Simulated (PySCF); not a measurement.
H₅NO₂Sn, SMILES [NH2][SnH]([OH])[OH]. Coordinates come from a B3LYP-D3(BJ)/def2-SVP optimisation. The structure was generated by enumeration; whether it is a known compound was not checked. The def2 effective core potentials stand for the cores of Sn; spin–orbit coupling is left out. Other conformers were not sampled.

Level of theory: PySCF with B3LYP-D3(BJ)/def2-SVP.

Harmonic wavenumbers (cm⁻¹): 94, 135, 157, 175, 210, 288, 509, 538, 583, 613, 620, 639, 829, 856, 868, 1531, 1917, 3504, 3602, 3816, 3824. Rotational constants (GHz): 4.500, 4.188, 2.817; symmetry number 1.

Q: Work out the zero-point energy and the ideal-gas rigid-rotor harmonic-oscillator thermochemistry at 298.15 K and 1 atm.

A: ZPE = ½ Σ hcν = ½ × 25309 cm⁻¹ = 151.38 kJ/mol. H − E(el) = 174.05 kJ/mol. Entropy in J/(mol K): translation 172.78, rotation 109.65, vibration 76.94, total 359.37. G − E(el) = 66.90 kJ/mol. Cp = 114.28 J/(mol K). Modes under 150 cm⁻¹ make the vibrational entropy uncertain.
